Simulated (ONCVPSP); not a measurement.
Pt (Z = 78): ONCV pseudisation with PBEsol, scalar-relativistic reference atom.

Pt (Z = 78), optimised norm-conserving Vanderbilt (ONCV), made with ONCVPSP 4.0.1 (PBEsol, scalar-relativistic). Core [Xe], reference 4f14 5d9 6s0.75 (charge +0.25). Waves: 6s: rc 2.40 bohr, ncon 3, nbas 7, qcut 3.4 1/bohr, 2 projectors, debl 2.3 Ha; p scattering state at 0.11 Ha: rc 2.10 bohr, ncon 4, nbas 9, qcut 3.9 1/bohr, 2 projectors, debl 2.8 Ha; 5d: rc 1.40 bohr, ncon 5, nbas 9, qcut 7.7 1/bohr, 3 projectors, debl 3.4 Ha; 4f: rc 0.90 bohr, ncon 3, nbas 7, qcut 22.3 1/bohr, 2 projectors, debl 2.8 Ha. Local part: polynomial inside 0.60 bohr (lpopt 1, dvloc0 -1 Ha). Core correction: none.

All-electron outer shells of the reference configuration (PBEsol, scalar-relativistic, ld1.x):

| shell | level (eV) | outermost node (bohr) | outermost maximum (bohr) |
| --- | --- | --- | --- |
| 4f | -72.07 | – | 0.38 |
| 5p | -58.00 | 0.53 | 0.98 |
| 5d | -8.10 | 0.57 | 1.26 |
| 6s | -7.42 | 1.14 | 2.35 |

Does this generation succeed?

No. ONCVPSP 4.0.1 stopped with "ERROR pspot: first pseudo wave function has node, program will stop": the optimised pseudo-wave of the first projector has a node, so the radial equation cannot be inverted for a potential. It happened in the s channel.
